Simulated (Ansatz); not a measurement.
Reaction (SMILES): OB(Br)Br [dibromoborinic acid] -> O[B]Br + Br atom (the B-Br bond at the site shown breaks; other sites are not compared here)
Geometries: B3LYP-D3(BJ)/def2-TZVP minima from Ansatz (a quantum-chemistry and plane-wave program), one conformer each, not searched for the lowest. Frequencies are from Ansatz.
Geometry of the first species:
SMILES: OB(Br)Br
```xyz
5

O     -1.7869    -0.8715     0.1166
B     -0.5858    -0.2858     0.0382
Br    -0.3974     1.6383     0.1731
Br     0.9616    -1.3908    -0.2122
H     -2.5220    -0.2592     0.2425
```
Charge 0, spin multiplicity 1.

Quantity: bond dissociation energy (enthalpy at 298 K, with B3LYP-D3(BJ) rigid-rotor harmonic-oscillator terms), in kJ/mol. Cores are frozen in the correlated levels unless marked. UHF or UKS for open shells. Spin-orbit coupling is left out. Frozen are the shells of the preceding noble gas and the d and f shells that filled before the atom's block. No relativistic terms. CBS marks a two-point X^-3 extrapolation of the correlation energy; Hartree-Fock from the larger set (for Q and 5 zeta extrapolated as (X+1)exp(-9√X)).

```json
[
 {"level": "BLYP-D3(BJ)/def2-TZVPD", "program": "Ansatz + dftd3", "bond dissociation energy (kJ/mol)": "415.0"},
 {"level": "r2SCAN-D3(BJ)/def2-TZVPD", "program": "Ansatz + dftd3", "bond dissociation energy (kJ/mol)": "?"},
 {"level": "SCS-MP2/6-31G*", "program": "Ansatz", "bond dissociation energy (kJ/mol)": "415.7"},
 {"level": "CCSD(T)/CBS(cc-pVQZ,cc-pV5Z)", "program": "Ansatz", "bond dissociation energy (kJ/mol)": "?"}
]
```

Problem. Some entries are withheld; supply them.

Solution. 
- r2SCAN-D3(BJ)/def2-TZVPD, bond dissociation energy (kJ/mol): 427.5
- CCSD(T)/CBS(cc-pVQZ,cc-pV5Z), bond dissociation energy (kJ/mol): 438.1
